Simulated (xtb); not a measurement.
GaH3Se, SMILES [GaH2][SeH]. All values are semi-empirical tight-binding results from xtb (GFN2-xTB unless named), good for trends rather than for accurate numbers. Geometry: GFN2-xTB.

Optimised geometry:

Bond lengths (Å): Ga1–H2 1.574, Ga1–H3 1.574, Ga1–Se4 2.331, Se4–H5 1.446. Angles (°): H2–Ga1–H3 115.0, H2–Ga1–Se4 122.5, H3–Ga1–Se4 122.5, Ga1–Se4–H5 92.6.
Charge 0, spin multiplicity 1.

A frequency run showed that this geometry is not a minimum.

For metal compounds this method's bond lengths and energies can be far off.

```json
{
 "point_group_as_xtb_finds_it": "Cs",
 "orbital_gap": "4.20 eV"
}
```

Q: Give the atomic charges and the Wiberg bond orders between heavy atoms. (An estimate is asked for; the answer gives what the named calculation found.)

A: charges (e) Ga1 0.18, H2 -0.08, H3 -0.08, Se4 -0.20, H5 0.17. Bond orders Ga1–Se4 1.17.
